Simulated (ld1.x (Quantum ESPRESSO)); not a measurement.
LDA (PZ) PAW dataset for carbon, scalar-relativistic all-electron reference.

- Element: C
- Generator: ld1.x (Quantum ESPRESSO) 7.5
- Type: PAW
- Functional: LDA (PZ)
- Relativity: scalar-relativistic
- Frozen core: [He]
- Valence charge: 4
- Reference configuration: 2s2 2p1 (charge +1)
- Partial waves: 2s (bound): rcut 0.85, rcutus 0.95 bohr; 2s channel at -1.3 Ry: rcut 0.85, rcutus 0.95 bohr; 2p (bound): rcut 1.85, rcutus 2.15 bohr; 2p channel at 0.35 Ry: rcut 1.85, rcutus 2.15 bohr
- Local potential: all-electron potential smoothed inside 1.80 bohr (lloc = -1)
- Core correction: a·sin(br)/r model core inside 0.65 bohr
- Augmentation charge: BESSEL, radius 0.65 bohr

Calculated quality:

```json
{
 "Cutoffs needed": "35 Ry and 45 Ry (the cutoffs (Ry, on a coarse ladder) from which the occupation-weighted sum of valence levels, in a spherical-Bessel basis at the reference potential, stays within 10 and 1 mRy of its value at 400 Ry)",
 "Ghost test": "no extra level below or beside the all-electron valence levels (s, p, d, f tested) (spherical-Bessel basis up to 400 Ry, 20 bohr box)",
 "Configuration tests": "test run stopped at test 2 of 9 (negative rho)",
 "Lowest eigenvalue of the overlap operator": "0.32 (p channel)"
}
```

Generation and tests took about 0.52 s on one core of a shared server CPU.
